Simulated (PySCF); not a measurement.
C6H12P (charge +1).
SMILES with atom numbers: `[CH3:1][P+:2]1([CH3:3])[CH:4]=[CH:5][CH2:6][CH2:7]1`

Cartesian coordinates in Å at the GFN2-xTB level; atoms count from 1:
```xyz
19
C6H12P angstrom
C     -1.6256   -1.4592    0.3873
P     -0.5650   -0.0208    0.1030
C     -1.5958    1.4267   -0.2442
C      0.6191    0.2804    1.4074
C      1.8595    0.2656    0.9212
C      2.0512    0.0168   -0.5362
C      0.6939   -0.3262   -1.1852
H     -2.3142   -1.2530    1.2067
H     -2.1979   -1.6707   -0.5162
H     -1.0111   -2.3222    0.6415
H     -0.9593    2.2885   -0.4427
H     -2.2272    1.2302   -1.1104
H     -2.2268    1.6391    0.6189
H      0.3433    0.4608    2.4317
H      2.7328    0.4373    1.5314
H      2.4925    0.9077   -0.9894
H      2.7719   -0.7898   -0.6809
H      0.6518   -1.3771   -1.4783
H      0.4970    0.2752   -2.0730
```

NICS = −σ at a ghost point: NICS(0) at the centroid of the ring atoms, NICS(1) 1 Å to either side along the normal of their mean plane, zz for the tensor component along that normal. Level: GIAO PBE0/pcSseg-1 (PySCF, non-relativistic, gas phase) on the GFN2-xTB geometry, one conformer.

Ring bond lengths (Å), with Mayer bond orders in brackets: P2–C4 1.787 (1.02), C4–C5 1.332 (1.81), C5–C6 1.491 (1.06), C6–C7 1.543 (1.00), C7–P2 1.827 (0.96).

Question: What do the NICS probes read (ppm)?

Answer: 
| ring | type | NICS(0) | NICS(1), two faces | NICS(1)zz, two faces | rms pucker (Å) | centre to ring atoms, mean (Å) |
| --- | --- | --- | --- | --- | --- | --- |
| P2–C4–C5–C6–C7 | 5-membered ring with P; formal bonds 1 double, 4 single | -3.8 | -4.2 / -3.9 | -4.3 / -4.0 | 0.04 | 1.35 |

Question: What do they say, and how far can they be read as aromaticity?

Answer: 
- P2–C4–C5–C6–C7: mean NICS(1)zz -4.1 ppm, shielded. P2, C6, C7 have four or more neighbours, and the NICS criterion for π rings isn't applied.

Question: At the second NICS(1) probe listed for ring P2–C4–C5–C6–C7, 1 Å off the ring, what do the in-plane components average?

Answer: The isotropic value is a third of the trace: (3 × -3.9 − (-4.0))/2 = -3.8 ppm.
